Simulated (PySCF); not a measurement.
Species: C6H10O.
SMILES with atom numbers: `[CH2:1]=[CH:2][C:3](=[CH2:4])[CH2:5][O:6][CH3:7]` (hydrogens: H8, H9 on C1; H10 on C2; H11, H12 on C4; H13, H14 on C5; H15, H16, H17 on C7)

All values: PBE0/pcSseg-1 and wB97X-D/def2-SVPD (PySCF, non-relativistic), on one gas-phase PBE0-D3(BJ)/def2-SVP geometry that isn't relaxed in the solvent. The solvent is an IEF-PCM continuum (Bondi radii, 1.10 Å for H, scaled by 1.2). Specific hydrogen bonds and non-electrostatic terms are outside this model.

Gas phase at PBE0/pcSseg-1: HOMO -6.71 eV, LUMO -0.79 eV, dipole 1.24 D.

**Question.** What does the continuum do to the energy, the frontier levels and the dipole at PBE0/pcSseg-1 in benzene and water?

**Answer.** 
```csv
solvent,ε,E(solvent) − E(gas) (kcal/mol),polarisation term (kcal/mol),distortion of the solute (kcal/mol),HOMO (eV),LUMO (eV),dipole (D)
benzene,2.271,-1.71,-1.80,0.09,-6.74,-0.81,1.46
water,78.36,-4.15,-4.78,0.63,-6.82,-0.87,1.86
```

The first energy column is the sum of the next two and covers electrostatics alone. From benzene to water the lowering changes by a factor 2.43, Onsager's factor (ε − 1)/(2ε + 1) by 2.14 and ε itself by 34.5.

**Question.** Which radius a makes the point-dipole formula ΔE = −[(ε − 1)/(2ε + 1)]·μ²/a³ give the value in water, with the gas-phase dipole?

**Answer.** μ = 0.486 au and |ΔE| = 0.00661 Eh give a = 1.38 Å; the farthest nucleus lies 3.76 Å from the centroid of the nuclei, so such a sphere wouldn't even hold the nuclei. The formula assumes a rigid point dipole at the centre of a sphere.

**Question.** Which Hirshfeld charges (PBE0/pcSseg-1) respond most in benzene (means over atoms taken as equivalent)?

**Answer.** 
```tsv
atoms	environment	gas (e)	solvent (e)	change
O6	ether oxygen	-0.123	-0.129	-0.006
C4	terminal =CH2 carbon	-0.100	-0.105	-0.005
H9	vinylic hydrogen	+0.043	+0.046	+0.003
C2	alkene CH carbon	-0.045	-0.048	-0.003
H13/H14	methylene hydrogen	+0.033	+0.036	+0.003
C3	fully substituted alkene carbon	-0.005	-0.007	-0.002
H15/H16/H17	methyl hydrogen	+0.040	+0.042	+0.002
H8	vinylic hydrogen	+0.047	+0.049	+0.002
H10	vinylic hydrogen	+0.047	+0.049	+0.002
H12	vinylic hydrogen	+0.040	+0.038	-0.002
H11	vinylic hydrogen	+0.045	+0.047	+0.002
C5	sp3 carbon bound to oxygen	+0.004	+0.004	0.000
```

**Question.** How do the nuclear quadrupole coupling constants eQVzz/h respond in benzene?

**Answer.** 
```csv
nucleus,Q (barn),gas (MHz),solvent (MHz),η gas,η solvent
17O at O6,-0.0256,12.28,12.22,0.98,0.98
```

Gas phase at wB97X-D/def2-SVPD: HOMO -8.50 eV, LUMO 0.90 eV, dipole 1.19 D.

**Question.** What does the continuum do to the energy, the frontier levels and the dipole at wB97X-D/def2-SVPD in benzene and water?

**Answer.** 
```csv
solvent,ε,E(solvent) − E(gas) (kcal/mol),polarisation term (kcal/mol),distortion of the solute (kcal/mol),HOMO (eV),LUMO (eV),dipole (D)
benzene,2.271,-1.66,-1.77,0.11,-8.52,0.89,1.43
water,78.36,-4.08,-4.83,0.75,-8.59,0.84,1.87
```

**Question.** How does the static polarisability (wB97X-D/def2-SVPD, frozen core, with the continuum's full static response) change?

**Answer.** 
```json
{"medium": "gas", "isotropic (au)": "82.9", "principal values (au)": "57.6, 84.4, 106.7", "⟨r²⟩ of the electrons (bohr²)": "996.4"}
{"medium": "benzene", "isotropic (au)": "95.3", "principal values (au)": "65.7, 93.6, 126.5", "⟨r²⟩ of the electrons (bohr²)": "995.5"}
{"medium": "water", "isotropic (au)": "115.4", "principal values (au)": "82.7, 105.3, 158.3", "⟨r²⟩ of the electrons (bohr²)": "994.6"}
```

The isotropic value in water is 1.39 times the gas-phase one; no cavity-field correction is applied. ⟨r²⟩ is taken about the centre of nuclear charge.

The values belong to the conformer `[CH2:1]=[CH:2][C:3](=[CH2:4])[CH2:5][O:6][CH3:7]`: C1–C2–C3–C4 180°, C2–C3–C5–O6 180°, C3–C5–O6–C7 180°.

The pairwise dispersion term of wB97X-D wasn't added to the energies; at a given geometry it leaves orbitals and properties as they are.
